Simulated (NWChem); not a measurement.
Molecule: IrF6, quartet; SMILES [F][Ir]([F])([F])([F])([F])[F]

All runs: NWChem. Spin-unrestricted. Medium grid unless said otherwise, to which SCAN and Minnesota functionals are sensitive. In the optimisation the excess spin sits in ag (Ci, its own frame). Structure relaxed at the PBE-D3(BJ)/def2-SVP, spin-unrestricted level. No frequency run checked for a minimum. No stability test was run on the SCF state. def2 effective core potentials on Ir; no spin-orbit coupling.

Question: Among these, which level gives the lowest value of “highest occupied level (eV)”?
A. MN15/def2-SVP
B. B3LYP/def2-SVP
C. r2SCAN0/def2-SVP
D. LC-BLYP (range parameter 0.33 per bohr)/def2-SVP

Answer: D, LC-BLYP (range parameter 0.33 per bohr)/def2-SVP. Values: LC-BLYP (range parameter 0.33 per bohr)/def2-SVP -13.67; r2SCAN0/def2-SVP -12.27; MN15/def2-SVP -12.21; B3LYP/def2-SVP -11.11
